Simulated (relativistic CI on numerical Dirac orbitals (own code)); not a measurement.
Ti⁺ in a cubic cluster: 3s photoemission with charge transfer

Computed with a charge-transfer multiplet model of a cubic metal-ligand cluster with up to 2 ligand holes, Slater and spin-orbit integrals from Dirac-Coulomb-Breit ions, Slater integrals scaled by 0.8. The ground state mixes d3 with configurations of k ligand holes L, whose averages lie at kΔ + k(k − 1)U_dd/2; a core hole lowers each added d electron by U_cd. 20 K, Lorentzian 1.4 eV and Gaussian 0.8 eV FWHM.

Atomic integrals in eV (Slater integrals scaled, ζ unscaled), ground: F2dd 5.409, F4dd 3.320, zeta_d 0.009; with the core hole: F2dd 6.781, F4dd 4.223, zeta_d 0.015, G2cd 7.198.

Cluster parameters (eV): Δ = 6.8, U_dd = 5.9, U_cd = 7.2, 10Dq = 0.9, 10Dq(ligand) = 1.6, final-state hopping factor = 1.

| Case | n_d | d3 | d4L | d5L2 | S |
| --- | --- | --- | --- | --- | --- |
| V(eg) = 1.1 eV, V(t2g) = -0.54 eV | 3.12 | 0.89 | 0.11 | 0.00 | 1.50 |
| V(eg) = 2 eV, V(t2g) = -0.99 eV | 3.28 | 0.74 | 0.25 | 0.02 | 1.50 |
| V(eg) = 2.3 eV, V(t2g) = -1.14 eV | 3.33 | 0.69 | 0.29 | 0.02 | 1.50 |

Weights, n_d and S are thermal averages at 20 K. Binding energies count from the first peak over 30 % of the highest in each spectrum, which can be another peak from case to case. The parameters are a model scan and need not match a compound or its usual spin state. Peaks in eV (height, largest 100):
- V(eg) = 1.1 eV, V(t2g) = -0.54 eV: 0.0 (84), 3.4 (78), 6.5 (100), 11.3 (45)
- V(eg) = 2 eV, V(t2g) = -0.99 eV: 0.0 (100), 5.3 (58), 7.0 (50), 14.1 (21)
- V(eg) = 2.3 eV, V(t2g) = -1.14 eV: 0.0 (100), 5.4 (63), 9.0 (24), 15.0 (16)

For the case V(eg) = 2 eV, V(t2g) = -0.99 eV, Δ = 6.8 eV is larger than U_dd = 5.9 eV, the Mott-Hubbard side of the Zaanen-Sawatzky-Allen scheme. With the core hole the average of the configuration with one ligand hole lies at Δ − U_cd = -0.4 eV before mixing: the effective hopping of about 4.2 eV (from the holes of the mixed ground state) is comparable with this gap or larger, so the configurations mix strongly.

Without intra-shell correlation the exchange splitting of the 3s hole comes out too large.
